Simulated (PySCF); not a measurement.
CH7FSi2, SMILES FC[SiH2][SiH3] (GFN2-xTB optimised geometry):

```
11

F      1.744    -0.620     0.000
C      0.361    -0.620     0.000
Si    -0.287     1.190     0.000
Si     0.758     2.366     1.697
H      0.055    -1.190    -0.880
H      0.057    -1.177     0.891
H     -1.744     1.034     0.116
H     -0.035     1.701    -1.354
H      0.105     3.664     1.893
H      0.692     1.660     2.981
H      2.171     2.631     1.420
```

Level of theory: CAM-B3LYP/def2-TZVP run with PySCF 2.14.0.

**Question.** What are the frontier orbital energies and the dipole moment?

**Answer.** HOMO-2 -11.04 eV, HOMO-1 -10.25 eV, HOMO -9.72 eV, LUMO 0.81 eV, LUMO+1 1.15 eV; dipole moment 1.51 D.

Meta-Löwdin charges at CAM-B3LYP/def2-TZVP: F1 -0.34, C2 -0.13, Si3 0.40, Si4 0.25, H5 0.12, H6 0.12, H7 -0.09, H8 -0.09, H9 -0.09, H10 -0.08, H11 -0.08.
